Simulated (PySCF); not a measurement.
A structure optimised at r2SCAN-D4/def2-SVP, used in a PySCF frequency run:

```xyz
8

Zr     0.0000     0.0000     0.0889
F     -1.5859     0.9156     0.6175
F      1.5859     0.9156     0.6175
F      0.0000    -1.8312     0.6175
C      0.0000     0.0000    -2.1142
H      0.0000     1.0305    -2.5148
H     -0.8925    -0.5153    -2.5148
H      0.8925    -0.5153    -2.5148
```

### Question
Write its SMILES, formula and point group.

### Answer
[CH3][Zr]([F])([F])[F], CH₃F₃Zr, C3v

### Question
What are its rotational constants (standard atomic weights)?

### Answer
2.6352, 2.6352, 2.6006 GHz
